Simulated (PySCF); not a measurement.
Computed shifts of a molecule CH4ClFOSi2, KT2/pcSseg-1 (PySCF), GIAO, gas phase, atoms alike by connectivity averaged where their shifts nearly agree, in ppm (number of nuclei): ¹⁹F: -155.8 (1). ²⁹Si: 41.8 (1), 30.6 (1). ¹³C: 76.0 (1). ¹H: 6.61 (1), 6.16 (1), 5.05 (1), 4.96 (1). References: ¹⁹F against CFCl3 (σ = 127.1 ppm); ²⁹Si against TMS (σ = 361.9 ppm); ¹⁷O against H2O (σ = 330.4 ppm); ¹³C against TMS (σ = 185.1 ppm); ³⁵Cl against HCl (σ = 945.4 ppm); ¹H against TMS (σ = 31.47 ppm), references at their B3LYP-D3(BJ)/def2-TZVP geometries, non-relativistic (without spin–orbit terms, shifts of atoms bonded to Cl or Br come out too high). Geometry: B3LYP-D3(BJ)/def2-SVP. One conformer was computed; it need not be the lowest.

### Question
Pick the molecule that these values belong to.
A. O=C([SiH2]F)[SiH2]Cl
B. F[Si@H]1OC[Si@@H]1Cl
C. O=C([SiH3])[Si@@H](F)Cl
D. F[C@@H]1[SiH2]O[Si@H]1Cl

### Answer
B, F[Si@H]1OC[Si@@H]1Cl
